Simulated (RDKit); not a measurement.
RDKit input (MMFF94):

```python
from rdkit import Chem
from rdkit.Chem import AllChem, rdDetermineBonds

mol = Chem.MolFromXYZFile('mol.xyz')
rdDetermineBonds.DetermineBonds(mol, charge=1)
print('SMILES', Chem.MolToSmiles(Chem.RemoveHs(mol)))
ff = AllChem.MMFFGetMoleculeForceField(mol, AllChem.MMFFGetMoleculeProperties(mol))
e0 = ff.CalcEnergy()
flag = ff.Minimize(maxIts=5000, forceTol=1e-5)
print(f'energy {e0:.4f} -> {ff.CalcEnergy():.4f} kcal/mol, converged: {flag == 0}')
print(Chem.MolToXYZBlock(mol))
```
mol.xyz:
```
13

C     -1.94067000    -0.20121400    -0.31648900
C     -0.62923600    -0.04730200     0.46914400
C      0.51162900     0.04847100    -0.49660400
O      1.82473000     0.25090000     0.33402400
H     -1.93813200    -1.10196100    -0.93088600
H     -2.12156000     0.66026300    -0.95969800
H     -2.76997800    -0.27577600     0.38432700
H     -0.66563900     0.85062300     1.08836200
H     -0.49501400    -0.91382600     1.12395200
H      0.50525300     0.94365500    -1.11189200
H      0.68600500    -0.84917200    -1.08515400
H      2.64514600     0.25645500    -0.19366800
H      1.90573600    -0.37718900     1.07615800
```

Output:

```
SMILES CCC[OH2+]
energy 6.3135 -> -2.0812 kcal/mol, converged: True
13

C     -1.912122   -0.194200   -0.316516
C     -0.631626   -0.010012    0.481507
C      0.589331    0.038753   -0.428207
O      1.757631    0.219780    0.341073
H     -1.888535   -1.129096   -0.885533
H     -2.058903    0.632482   -1.018952
H     -2.775929   -0.226853    0.354821
H     -0.700413    0.914479    1.067920
H     -0.532864   -0.832385    1.200706
H      0.512464    0.871778   -1.134876
H      0.691121   -0.889786   -0.999803
H      2.548136    0.394155   -0.231479
H      1.919979   -0.545169    0.950915
```

The dipole moment of an ion depends on the origin.

The geometry given is a B3LYP-D3(BJ)/def2-TZVP minimum.
